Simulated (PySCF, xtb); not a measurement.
Sn(H)(Cl)2(OMe) (CH₄Cl₂OSn), SMILES C[O][SnH]([Cl])[Cl]. The values are those of a single conformer.

Harmonic wavenumbers (cm⁻¹) from GFN2-xTB in xtb at its own minimum, in rising order: 42, 78, 94, 101, 149, 228, 292, 333, 378, 422, 440, 1033, 1132, 1140, 1276, 1411, 1470, 1481, 2938, 2947, 2969.

Task: What does PySCF 2.14.0 with PBE-D3(BJ)/def2-SVP give at its own minimum? (An estimate is asked for; the answer gives what the named calculation found.)

Result: 43, 94, 109, 124, 178, 251, 355, 370, 511, 526, 548, 1061, 1129, 1142, 1408, 1410, 1428, 1900, 2917, 2992, 3031. Paired by order, the mean absolute difference is 62 cm⁻¹ and the zero-point energies are 29.1 and 30.8 kcal/mol.
